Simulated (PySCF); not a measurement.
Compound: CHBr₃.
InChI=1S/CHBr3/c2-1(3)4/h1H

Theory: TDDFT CAM-B3LYP/aug-cc-pVTZ, vertical, gas phase, core orbitals frozen in the response in PySCF. Geometry: PBE0-D3(BJ)/def2-TZVP; no solvent, vibrations or thermal averaging. Relativistic effects, spin–orbit coupling among them, are left out although an element past zinc is present.

Question: What does the calculation give for the low-lying excited states?

Answer: 

```
state  λ (nm)  E (eV)       f  |μ| (D)  symmetry             main configurations (H = HOMO, L = LUMO)
   S1   247.6    5.01  0.0000     0.00         –                                            H→L (93%)
   S2   224.8    5.51   0.018     0.93         E                                     H-2/H-1→L (≥84%)
   S3   224.8    5.52   0.018     0.93         E                                     H-2/H-1→L (≥84%)
   S4   224.3    5.53  0.0001     0.06         –                                          H-3→L (88%)
   S5   205.5    6.03  0.0078     0.58         E                 H-4→L (54%), H→L+2 (12%), H-5→L (8%)
   S6   205.5    6.03  0.0079     0.59         E                 H-5→L (54%), H→L+3 (12%), H-4→L (8%)
   S7   181.5    6.83  0.0013     0.23         –                             H→L+2 (61%), H-5→L (14%)
   S8   181.5    6.83  0.0013     0.23         –                             H→L+3 (61%), H-4→L (14%)
   S9   175.0    7.08   0.013     0.71        A1   H-2/H-1→L+2 (≥37%), H-2/H-1→L+3 (≥36%), H-3→L (8%)
  S10   173.8    7.13  0.0000     0.00         –  H→L+1 (50%), H-2/H-1→L+2 (≥17%), H-2/H-1→L+3 (≥17%)
```

Triplets (Tamm–Dancoff): T1 4.49 eV, H→L (86%); T2 4.84 eV, H-2/H-1→L (≥77%); T3 4.84 eV, H-2/H-1→L (≥77%).

The lowest singlet comes at 248 nm (483 kJ/mol) in the ultraviolet; it is dark (f under 0.0005); its leading configuration is HOMO→LUMO (93%). The strongest level in the table is S2/S3 at 5.51 eV (225 nm, f = 0.036 summed). S2/S3, S5/S6 and S7/S8 lie within about 0.01 eV of each other in each set; the point group C3v has degenerate representations, and within a degenerate level the listed configurations can mix freely. Löwdin shares by element: HOMO bromine 89%, carbon 11%; LUMO bromine 79%, carbon 17%. Orbital energies (eV): HOMO-3 -10.03, HOMO-2 -9.94, HOMO-1 -9.94, HOMO -9.46, LUMO -0.85, LUMO+1 0.21, LUMO+2 0.47. The listed states span 2.13 eV, and the widest gap between neighbours is 0.80 eV (S6 to S7). Of the 10 states listed, 3 reach f = 0.01 and 3 stay under 0.0005. No computed singlet lies in the visible range (380 to 750 nm); the lowest, at 248 nm, stands 1.74 eV above its violet end (3.26 eV). Symmetry labels in C3v follow from the direction of the transition dipole and are given only for states with f of 0.002 or more. Orbitals of the list HOMO-3 to LUMO+2 that lie within 0.01 eV of each other are written together with a slash and their weights summed (≥ marks a lower bound); for degenerate orbitals outside that list single weights are arbitrary. The window holds the lowest 10 singlets.

On one thread, Arm Neoverse V2 (aarch64), shared host, this took 43 s and 1.1 GiB of memory at its peak.
